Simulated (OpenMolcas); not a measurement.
**Nd⁴⁺: the spin-orbit constant, worked from levels**

```
Program             : OpenMolcas
Basis               : ANO-RCC-VDZP [7s6p4d2f1g]
Scalar Hamiltonian  : DKH2, point nucleus
Active space        : 2 electrons in 7 orbitals (4f)
State averaging     : 2S+1 = 3 even, 21 roots; 2S+1 = 1 even, 28 roots (27 in the spin-orbit step)
Spin-orbit coupling : state interaction with AMFI integrals over the reference wave functions, term energies averaged over their components
```

Methods: CASSCF; SS-CASPT2, IPEA 0.25 Eh, imaginary shift 0.1 Eh (closed shells correlated: 5s 5p). Measured levels: the list in Carvajal Gallego et al., Mon. Not. R. Astron. Soc. 518, 332 (2023).

**The spin-orbit constant.** For the Hund term 3H of f2, E(J) = (A/2) J(J+1) + constant and ζ = 2S·A = 2A. From J = 4 to J = 6 the energy changes by 11 A.

```
   Source  E(6) - E(4)      A     ζ
   CASSCF       6092.9  553.9  1108
SS-CASPT2       6101.4  554.7  1109
 measured       5743.4  522.1  1044
```

All in cm-1. SS-CASPT2 is off by +6.2 % and CASSCF by +6.1 %. Both methods take the spin-orbit matrix elements from the reference wave functions, so the second can move ζ only through the term energies and any multistate remixing. Second-order mixing with other terms is absorbed into this ζ.

CASPT2 does not keep the components of a term degenerate, so their means are used; among the terms shown or strongly mixed into the levels shown the widest spread is 41 cm-1 (4f2 3H, SS-CASPT2). Some high roots are left out of the spin-orbit mixing, which shifts the levels that they would mix with. The basis is small and was not contracted for so high a charge. Without dynamic correlation excited terms often stand tens of per cent too high (terms of higher spin than the ground term too low), and those without a measured partner can miss by more than the paired ones (holds for CASSCF). Measured partners are found by configuration, term and J. A level has none where our copy of the source lacks it or the pairing is in doubt (some pairs that miss far off the trend of their configuration count as doubtful), and it then counts in no deviation. Levels of configurations outside the active space are missing.
